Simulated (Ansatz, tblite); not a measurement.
Spin states of the cluster HgF2⁻, each relaxed with PBE-D4/def2-TZVPD in Ansatz. Electronic energies in the gas phase.

In the def2 sets Hg takes a core potential; there is no spin–orbit coupling. The xTB rows come from tblite. B3LYP takes the VWN-RPA correlation. Correlated methods freeze 2 core orbitals; core or outer-core shells of Hg are correlated, in sets that lack core-valence functions. In CCSD on the charge -1 quartet the largest single amplitude is 0.41, so its Hartree–Fock determinant may place the open shell otherwise than the density functionals do. The structure comes from a short search, and lower isomers may exist.

Doublet geometry (C2v within 0.1 Å):

```xyz
3

Hg    0.2639    0.1860   -0.2365
F     1.4856   -1.0860    1.1423
F    -1.7495    0.9000   -0.9058
```

Quartet geometry (C2v within 0.1 Å):

```xyz
3

Hg   -0.600    0.842    0.130
F    -0.839   -1.306    0.413
F     1.439    0.464   -0.544
```

Run but left out: HF/def2-TZVPD, HF/def2-TZVPPD, MP2/def2-TZVPD, MP2/def2-TZVPPD (quartet: a determinant that CCSD turns far, T1 0.073).

Only these spin states were relaxed.

| level | quartet − doublet (kcal/mol) | lowest of these | remarks |
| --- | --- | --- | --- |
| GFN1-xTB | 195.7 | doublet | – |
| GFN2-xTB | 176.3 | doublet | – |
| LDA (SPW92)/def2-TZVPD | 127.2 | doublet | HOMO above zero (quartet) |
| PBE-D4/def2-TZVPD | 121.9 | doublet | HOMO above zero (doublet), HOMO above zero (quartet) |
| r2SCAN-D4/def2-TZVPD | 118.3 | doublet | HOMO above zero (quartet) |
| B3LYP-D4/def2-TZVPD | 125.7 | doublet | HOMO above zero (quartet) |
| PBE0-D4/def2-TZVPD | 122.6 | doublet | HOMO above zero (quartet) |
| BHLYP-D4/def2-TZVPD | 126.0 | doublet | HOMO above zero (quartet) |
| CAM-B3LYP-D4/def2-TZVPD | 129.9 | doublet | HOMO above zero (quartet) |
| ωB97X-V/def2-TZVPD | 132.1 | doublet | HOMO above zero (quartet) |
| RPA@PBE/def2-TZVPD | 121.4 | doublet | – |
| CCSD/def2-TZVPPD | 148.1 | doublet | HOMO above zero (quartet), large T1 (0.073) (quartet) |
| CCSD(T)/def2-TZVPPD | 152.4 | doublet | HOMO above zero (quartet), large T1 (0.073) (quartet) |

| state | donor atoms | mean metal–ligand distance (Å) | range (Å) | Mulliken spin on the metal (PBE0) |
| --- | --- | --- | --- | --- |
| doublet | 2 | 2.239 | 2.24–2.24 | 0.86 |
| quartet | 2 | 2.180 | 2.18–2.18 | 2.26 |

⟨S²⟩ at PBE0-D4/def2-TZVPD: doublet 0.76 (pure 0.75), quartet 3.77 (pure 3.75).

Change of the quartet − doublet gap on mixing in exact exchange, in kcal/mol: PBE to PBE0 (25 % exact exchange) 0.7.

The xTB methods have no term that favours high spin, so they put low spin too low.
